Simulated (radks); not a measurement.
Results of a calculation; reference values are marked as such.
Question: Valence configurations of neutral thallium. Code: a radial shooting solver on a logarithmic mesh with Libxc functionals. Model: Dirac Kohn-Sham, LDA (Slater exchange, Perdew-Wang correlation), spin-unpolarised, spherical densities, finite nucleus; open shells fill j = l - 1/2 first; Fermi nuclear charge, rms radius 5.4759 fm. Order these by energy: [Xe] 4f14 5d9.5 6s2 6p1.5; [Xe] 4f14 5d8 6s1 6p4; [Xe] 4f14 5d8 6s2 6p3; [Xe] 4f13 5d10 6s2 6p2; [Xe] 4f14 5d10 6s1 6p2; [Xe] 4f13 5d9 6s2 6p3; [Xe] 4f13 5d9.5 6s1.5 6p3; [Xe] 4f14 5d9 6s2 6p2; [Hg] 6p1; [Xe] 4f14 5d9.5 6s1 6p2.5.

Answer: From the lowest, in eV above it: [Hg] 6p1 0.000; [Xe] 4f14 5d9.5 6s2 6p1.5 5.893; [Xe] 4f14 5d10 6s1 6p2 6.450; [Xe] 4f14 5d9 6s2 6p2 12.441; [Xe] 4f14 5d9.5 6s1 6p2.5 13.339; [Xe] 4f14 5d8 6s2 6p3 29.154; [Xe] 4f14 5d8 6s1 6p4 38.768; [Xe] 4f13 5d10 6s2 6p2 116.67; [Xe] 4f13 5d9.5 6s1.5 6p3 129.93; [Xe] 4f13 5d9 6s2 6p3 134.89. NIST lists [Hg] 6p1 as the ground configuration; this level of theory agrees among the configurations tried. The energies are those of spherical spin-averaged densities, not of single terms.
